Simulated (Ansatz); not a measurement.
Reaction (cleavage of the Si–Si bond): `O[SiH](S)[SiH2][SiH3]` + NH₃ → `N[SiH](O)S` + `[SiH3][SiH3]`

Calculated with Ansatz (gas phase, PBE0-D4/def2-TZVP geometries, no zero-point term in ΔE). CCSD(T)/CBS adds triple-zeta CCSD(T) − MP2 to the extrapolated MP2 energy (def2 sets, frozen cores). This one scheme is used for every species. DFT in def2-TZVPP. HSE06 is defined as in plane-wave codes. One conformer a species, not always the lowest.

Q: Is it downhill or uphill in electronic energy at CCSD(T)/CBS, and by how much? (Best estimate.)

A: Computed: Downhill: ΔE = -0.67 eV.

Q: What do these levels give: revPBE-D4, BLYP-D4, r2SCAN0, HSE06, CCSD(T)/def2-TZVPP, MP2/CBS(def2)? (Best estimate.)

A: Ansatz gave: revPBE-D4 -0.49, BLYP-D4 -0.60, r2SCAN0 -0.70, HSE06 -0.60, CCSD(T)/def2-TZVPP -0.69, MP2/CBS(def2) -0.71 eV.

Largest T1 diagnostic among the species: 0.013.

From r2SCAN to r2SCAN0 (25 % exact exchange), in def2-TZVPP and without D4, ΔE moves by −0.03 eV. The D4 term adds +0.09 eV with B3LYP and +0.05 eV with PBE0; it sums over pairs of atoms, weighted by their polarisabilities, and B3LYP, whose exchange is more repulsive, gets the larger term. In def2-TZVPP, CCSD(T) changes the Hartree–Fock value by +0.25 eV (the triples alone add +0.04 eV) and MP2 by +0.21 eV.

B3LYP here is the variant with VWN-RPA as its local correlation; programs differ in this.
